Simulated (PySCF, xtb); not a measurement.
phosphoric acid (H3O4P), SMILES O=P(O)(O)O.

Geometry optimised at TPSSh-D3(BJ)/def2-SVP. One conformer was computed; it need not be the lowest.

Level of theory: C-PCM-PBE0/def2-SVP (PySCF).

The values are the electrostatic part of the solvation free energy, E(continuum) − E(gas) at the gas-phase geometry, in a cavity of scaled van der Waals radii (PySCF's table); cavitation and dispersion terms are not included. In vacuum the orbital gap is 9.35 eV. The dipole moment in vacuum is 0.04 D.

Computed values in water (ε = 78.36), 1-octanol (ε = 9.86), 2-propanol (ε = 19.26):
```json
[
 {"solvent": "water", "ε": "78.36", "ΔG(elec) (kcal/mol)": "-14.7", "dipole (D)": "0.05", "gap (eV)": "10.02"},
 {"solvent": "1-octanol", "ε": "9.86", "ΔG(elec) (kcal/mol)": "-13.3", "dipole (D)": "0.05", "gap (eV)": "9.96"},
 {"solvent": "2-propanol", "ε": "19.26", "ΔG(elec) (kcal/mol)": "-14.0", "dipole (D)": "0.05", "gap (eV)": "10.00"}
]
```

For comparison, GFN2-xTB/ALPB(water) (xtb, at the GFN2-xTB geometry, all terms of that model) gives -18.9 kcal/mol.
